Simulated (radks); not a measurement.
Ir IV, configuration [Xe] 4f14 5d4 6d2 (not the ground configuration). All-electron calculation, scalar-relativistic Kohn-Sham, Wu-Cohen GGA, spin-unpolarised, spherical densities, finite nucleus; Fermi nuclear charge, rms radius 5.4032 fm. Program: a radial shooting solver on a logarithmic mesh with Libxc functionals. Some entries of the table are withheld. Estimate them.

| orbital | occ. | eigenvalue (Ry) | r(max) (bohr) |
|---|---|---|---|
| 1s | 2 | -5596.329 | 0.01083 |
| 2s | 2 | -981.9624 | 0.06231 |
| 2p | 6 | -853.9113 | (1) |
| 3s | 2 | (2) | 0.1757 |
| 3p | 6 | -194.8887 | 0.1745 |
| 3d | 10 | -153.5466 | 0.1421 |
| 4s | 2 | -52.30563 | 0.3972 |
| 4p | 6 | (3) | 0.4174 |
| 4d | 10 | -24.88530 | 0.4262 |
| 5s | 2 | (4) | 0.8880 |
| 4f | 14 | -8.06805 | 0.3947 |
| 5p | 6 | -7.38364 | (5) |
| 5d | 4 | -3.60566 | 1.234 |
| 6d | 2 | -1.27598 | 3.460 |

Answer. 
(1) 2p r(max) (bohr): 0.05138
(2) 3s eigenvalue (Ry): -232.3535
(3) 4p eigenvalue (Ry): -40.01084
(4) 5s eigenvalue (Ry): -10.62888
(5) 5p r(max) (bohr): 0.9956
